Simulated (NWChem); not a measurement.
Molecule: AlNH₄; SMILES [NH2][AlH2]

Computed with NWChem. Geometry: optimised at B3LYP/6-31G* (spherical d). Ions are spin-unrestricted doublets at the neutral geometry; other ion states weren't tried.

### Question
What does the run give for PBE/def2-SVP? Quantities: −ε(HOMO) (eV).

### Answer
```json
{
 "−ε(HOMO) (eV)": "6.01"
}
```
